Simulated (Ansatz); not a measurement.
The first iterations of a band of F6W + H3P (11 atoms, charge 0, multiplicity 1).

The calculation used RKS PBE/def2-SVP (Ansatz 0.2.0).

- movable images: 7
- climbing image: yes
- spring: 5.0 eV/Å²
- optimiser: quadratic models (default)
- start path: through a guess of the saddle point
- force threshold: 0.05 eV/Å
- iteration limit: 60
- end points: relaxed

First end point:

```xyz
11
Properties=species:S:1:pos:R:3
W -0.632 -0.257 -0.324
F -0.410 -0.170 1.524
F 1.205 -0.052 -0.548
F -0.869 1.587 -0.388
F -2.466 -0.483 -0.096
F -0.410 -2.105 -0.259
F -0.844 -0.347 -2.171
P 2.731 2.335 1.296
H 3.326 3.104 2.360
H 3.960 1.634 1.026
H 2.278 1.312 2.205
```

Last end point:

```xyz
11
Properties=species:S:1:pos:R:3
W 0.160 0.268 -0.191
F 0.718 -0.832 1.918
F 1.808 -0.599 -0.418
F -0.162 2.004 -0.834
F -1.115 0.821 1.064
F -0.724 -1.377 -0.026
F 0.032 -0.011 -2.040
P 1.816 1.628 1.304
H 2.807 1.884 0.302
H 1.198 2.919 1.295
H 1.331 -0.148 2.253
```

| iteration | highest image above the first end (eV) | largest band force component (eV/Å) |
| --- | --- | --- |
| 1 | 9.428 | 25.068 |
| 2 | 4.361 | 7.591 |
| 3 | 3.296 | 3.417 |
| 4 | 2.352 | 1.500 |
| 5 | 1.850 | 1.197 |
| 6 | 1.920 | 3.707 |
| 7 | 1.799 | 1.213 |
| 8 | 1.792 | 0.653 |
| 9 | 1.793 | 0.397 |
| 10 | 1.788 | 0.622 |
| 11 | 1.787 | 0.368 |
| 12 | 1.785 | 0.151 |

Problem. Does the band converge within its limit, and where does its top end?

Solution. The forces met the threshold. It ended after 37 iterations with the highest image 1.633 eV above the first end. A structure lower than the first end lies on the path between it and the top, so the climb from that side starts below the end, which may itself be a saddle point or a shallow side well. A vibrational analysis at the climbing image gives 2 clearly imaginary modes (70i, 43i cm⁻¹): a point of higher order, so a lower path passes nearby. The orbitals stay closed-shell, which can raise the energy where a bond breaks towards radicals; this wasn't checked here.

Time of the run: 8.7 min on 4 threads of Arm Neoverse V2, on a shared host, peak memory 0.24 GiB.
